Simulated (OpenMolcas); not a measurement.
# Ni5+, Pd5+, Pt5+: d⁵ down the group

```
Program             : OpenMolcas 26.06
Method              : CASSCF
Basis               : ANO-RCC-VQZP
Scalar Hamiltonian  : DKH2, point nucleus
Spin-orbit coupling : state interaction with AMFI integrals over the reference wave functions, term energies averaged over their components
```

Active space for each ion: 5 electrons in 5 orbitals (d).

Computed levels in cm-1 above ⁶S_5/2:

```csv
Level,Ni5+,Pd5+,Pt5+
⁴G_7/2,47346,33410,29480
⁴G_11/2,47364,33533,30713
⁴G_9/2,47386,33671,32096
⁴P_1/2,54708,38658,35014
⁴D_7/2,58709,40980,39107
⁴D_1/2,58924,42294,44578
²I_11/2,67419,47608,44273
²I_13/2,67579,48526,48504
²F_7/2(1),78161,57215,63463
weight of ⁶S in the lowest level (%),100,99,86
```

Mixed levels, with the weight of the term that names them: Pd5+ ²F_7/2(1) (59 %), Pt5+ ⁴G_7/2 (68 %), Pt5+ ⁴P_1/2 (64 %), Pt5+ ⁴D_7/2 (68 %), Pt5+ ⁴D_1/2 (70 %), Pt5+ ²I_11/2 (73 %), Pt5+ ²F_7/2(1) (60 %).

Measured, with the error of the calculation in %. Measured levels: Ni5+ from Corliss and Sugar, J. Phys. Chem. Ref. Data 10, 197 (1981).

| Level | Ni5+ |
| --- | --- |
| ⁴G_11/2 | 41921 (+13.0) |
| ⁴P_1/2 | 46325 (+18.1) |
| ⁴D_7/2 | 50331 (+16.6) |
| ²I_11/2 | 61196 (+10.2) |
| ²I_13/2 | 61280 (+10.3) |
| ²F_7/2(1) | 67085 (+16.5) |

Without spin-orbit coupling ⁴G lies 47357, 33498, 30436 cm-1 above ⁶S in that order; the difference to the level ⁴G_7/2, of either sign, comes from spin-orbit coupling, which also lowers the zero.

Without dynamic correlation excited terms often stand tens of per cent too high (terms of higher spin than the ground term too low), and those without a measured partner can miss by more than the paired ones. Computed and measured levels are paired by configuration, term and J; levels that our copy of the source lacks, or whose pairing is in doubt (as where it misses far off the trend of its configuration), stay unpaired and out of the deviations. Only configurations of the active space appear.

A number in round brackets counts repeated terms of one configuration in the order of the reference energies.
